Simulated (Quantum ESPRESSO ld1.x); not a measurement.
Species: I XXV. Configuration: [Ar] 3d10 4s1.

All-electron calculation, scalar-relativistic Kohn-Sham, LDA (Slater exchange, Perdew-Wang correlation), spin-polarised, spherical densities, point nucleus; open shells are filled with parallel spins first. Program: ld1.x of Quantum ESPRESSO 7.5.

Energy parts (eV):
part                      energy
total                 -186170.23
kinetic                195696.73
electron-nucleus      -427381.84
Hartree                 49580.45
exchange-correlation    -4065.57

Orbitals (lengths in bohr, moments of r in powers of bohr; r(max) is where P^2 peaks; r(90%) holds 90 % of the orbital's charge):
\begin{tabular}{lrrrrrr}
orbital & occ. & eigenvalue (eV) & r(max) & <r^4> & <r> & r(90%) \\ \hline
1s up & 1 & -33718.1 & 0.018 & 2.648e-06 & 0.02724 & 0.0490 \\
1s down & 1 & -33717.5 & 0.018 & 2.648e-06 & 0.02724 & 0.0490 \\
2s up & 1 & -5841.99 & 0.099 & 0.0004475 & 0.1171 & 0.181 \\
2s down & 1 & -5841.56 & 0.099 & 0.0004475 & 0.1171 & 0.181 \\
2p up & 3 & -5326.14 & 0.080 & 0.0003223 & 0.1023 & 0.166 \\
2p down & 3 & -5325.71 & 0.080 & 0.0003223 & 0.1023 & 0.166 \\
3s up & 1 & -1734.58 & 0.284 & 0.01802 & 0.3098 & 0.454 \\
3s down & 1 & -1733.78 & 0.284 & 0.01795 & 0.3096 & 0.454 \\
3p up & 3 & -1566.88 & 0.277 & 0.01847 & 0.3063 & 0.458 \\
3p down & 3 & -1566.05 & 0.277 & 0.01838 & 0.3061 & 0.458 \\
3d up & 5 & -1319.46 & 0.227 & 0.01513 & 0.2803 & 0.438 \\
3d down & 5 & -1318.69 & 0.227 & 0.01503 & 0.2801 & 0.437 \\
4s up & 1 & -789.479 & 0.627 & 0.2986 & 0.6433 & 0.909 \\
4s down & 0 & -783.651 & 0.627 & 0.2981 & 0.6425 & 0.909 \\
\end{tabular}

The highest occupied level is 4s up at -789.48 eV. Spin moment in Bohr magnetons: 1.
